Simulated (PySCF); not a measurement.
# Electronic absorption of C7H10BN

Compound: C7H10BN.
Atom-mapped SMILES: `[CH2:1]=[C:2]1[CH:3]=[C:4]([CH3:5])/[C:6]1=[CH:7]\[BH:8][NH2:9]` (hydrogens: H10, H11 on C1; H12 on C3; H13, H14, H15 on C5; H16 on C7; H17 on B8; H18, H19 on N9)

Computed with PySCF 2.14.0, density-fitted response routines, TDDFT B3LYP/def2-SVPD, vertical, gas phase, core orbitals frozen in the response. The structure is a single PBE0-D3(BJ)/def2-SVP conformer in the gas phase; no vibrational or solvent corrections. Torsions of this conformer, `[CH2:1]=[C:2]1[CH:3]=[C:4]([CH3:5])/[C:6]1=[CH:7]\[BH:8][NH2:9]`: C6–C7–B8–N9 178°, H–N9–B8–C7 180°, H–N9–B8–C7 0°.

Task: List the vertical singlet excitations with oscillator strengths and describe the spectrum.

Result: 

| state | E (eV) | λ (nm) | f | \|μ\| (D) | main configurations (H = HOMO, L = LUMO) |
| --- | --- | --- | --- | --- | --- |
| S1 | 4.14 | 299.8 | 0.023 | 1.22 | H→L (75%), H-1→L (23%) |
| S2 | 4.85 | 255.7 | 0.112 | 2.47 | H→L+1 (41%), H-1→L+1 (28%), H-1→L (18%) |
| S3 | 5.29 | 234.4 | 0.582 | 5.39 | H-1→L (55%), H-1→L+1 (15%), H→L+1 (14%) |
| S4 | 5.68 | 218.1 | 0.0003 | 0.11 | H-2→L (98%) |
| S5 | 5.77 | 214.7 | 0.0010 | 0.22 | H→L+2 (90%) |
| S6 | 5.92 | 209.3 | 0.567 | 5.03 | H-1→L+1 (55%), H→L+1 (40%) |
| S7 | 6.11 | 203.0 | 0.0037 | 0.40 | H→L+3 (67%), H-1→L+2 (27%) |
| S8 | 6.24 | 198.6 | 0.0021 | 0.30 | H-1→L+2 (63%), H→L+3 (26%) |
| S9 | 6.39 | 194.1 | 0.0068 | 0.53 | H→L+4 (91%) |
| S10 | 6.49 | 191.0 | 0.0003 | 0.11 | H-2→L+1 (86%), H-4→L (8%) |

Triplets (Tamm–Dancoff): T1 2.94 eV, H→L (72%), H-1→L (12%), H→L+1 (9%); T2 3.50 eV, H→L+1 (61%), H-1→L (28%); T3 3.91 eV, H-1→L (49%), H→L (22%), H-1→L+1 (17%); T4 4.63 eV, H-1→L+1 (67%), H→L+1 (20%).

The lowest singlet lies at 4.14 eV (300 nm, ultraviolet) and is weak; its leading configuration is HOMO→LUMO (75%). The largest oscillator strength of a single state is 0.582. Löwdin shares by element: HOMO carbon 69% or more (atoms not listed hold the other 31%); LUMO carbon 56% or more, boron 12% (atoms not listed hold the other 32%). Weighted by f, the mean energy of these states is 5.52 eV. The listed states span 2.35 eV, and the widest gap between neighbours is 0.71 eV (S1 to S2). Orbital energies (eV): HOMO-3 -8.41, HOMO-2 -8.22, HOMO-1 -6.69, HOMO -6.20, LUMO -1.34, LUMO+1 -0.63, LUMO+2 0.22. The vertical ionisation energy (ΔSCF) is 8.05 eV, 1.56 eV above S10. The window holds the lowest 10 singlets.
